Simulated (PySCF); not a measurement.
PBEsol on Pt⁻ (platinum, charge -1), [Xe] 4f14 5d9 6s2, 2D determinant. Calculation: PySCF 2.14, in def2-QZVPPD with the def2 core potential (60 electrons); a scalar-relativistic core potential.

```
cycle= 1 E= -119.209862666313  delta_E= -0.0177  |g|= 0.132  |ddm|= 0.641
cycle= 2 E= -119.19488211462  delta_E= 0.015  |g|= 0.233  |ddm|= 0.324
cycle= 3 E= -119.216011576092  delta_E= -0.0211  |g|= 0.00984  |ddm|= 0.238
cycle= 4 E= -119.216049159899  delta_E= -3.76e-05  |g|= 0.000248  |ddm|= 0.0125
cycle= 5 E= -119.216049193845  delta_E= -3.39e-08  |g|= 2.49e-05  |ddm|= 0.000883
cycle= 6 E= -119.216049194334  delta_E= -4.89e-10  |g|= 9.54e-06  |ddm|= 7.85e-05
converged SCF energy = -119.216049194334  <S^2> = 0.75259164  2S+1 = 2.00259
```

Highest occupied orbital energy: 1.398 eV; ⟨L²⟩ = 6.02; populations by l: s 4.00, p 6.00, d 9.00, f 0.00.

(1) Can this result be used?

Results:

(1) With care. Self-consistency was reached. Energies and moments cover only the electrons outside the core potential. Spin-orbit coupling, absent here, splits the open shell strongly. At PBEsol the highest occupied level has a positive energy, so only the finite basis holds that electron; in a semilocal or global hybrid functional this comes from self-interaction and does not mean that the real anion is unbound.
